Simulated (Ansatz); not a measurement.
Harmonic frequencies (cm⁻¹) at PBE0-D4/def2-TZVP from Ansatz: 145, 152, 204, 385, 507, 576, 686, 764, 784, 878, 1258, 1437, 1443, 2184, 2438, 3045, 3132, 3144.

Each molecule was computed in one conformer, which needn't be the lowest.

(1) Which molecule is it?
A. `[CH2]OC`•
B. `C[SiH][SeH]`•
C. `C[Se][SiH2]`•
D. `B[N][SiH3]`•

Results:

(1) B.
